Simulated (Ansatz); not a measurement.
Reaction (redistribution): `[OH][AlH][NH][SiH3]` + `C#[C][Al]([CH3])[F]` → `C#[C][AlH][OH]` + `[CH3][Al]([F])[NH][SiH3]`

Gas-phase electronic energies from Ansatz, PBE0-D4/def2-TZVP geometries. CBS: MP2 limit from def2 TZ/QZ plus the TZ coupled-cluster correction, frozen cores. Functionals use def2-TZVPP. B3LYP here is the variant with VWN-RPA as its local correlation; programs differ in this. Each species was taken in one conformer, which may not be the lowest.

Q: Is it downhill or uphill in electronic energy at CCSD(T)/CBS, and by how much? (An estimate is asked.)

A: Computed: Downhill: ΔE = -0.06 eV.

Q: What do these levels give: r2SCAN-D4, PBE0-D4, B3LYP-D4, ωB97X-V, B2PLYP, MP2/def2-TZVPP, SCS-MP2/def2-TZVPP, CCSD(T)/def2-TZVPP, SCS-MP2/def2-QZVPP, HF/CBS(def2), MP2/CBS(def2), CCSD/CBS(def2)? (An estimate is asked.)

A: The calculation gave: r2SCAN-D4 -0.05, PBE0-D4 -0.06, B3LYP-D4 -0.05, ωB97X-V -0.06, B2PLYP -0.05, MP2/def2-TZVPP -0.06, SCS-MP2/def2-TZVPP -0.05, CCSD(T)/def2-TZVPP -0.06, SCS-MP2/def2-QZVPP -0.05, HF/CBS(def2) -0.04, MP2/CBS(def2) -0.06, CCSD/CBS(def2) -0.05 eV.

Largest T1 diagnostic among the species: 0.014.
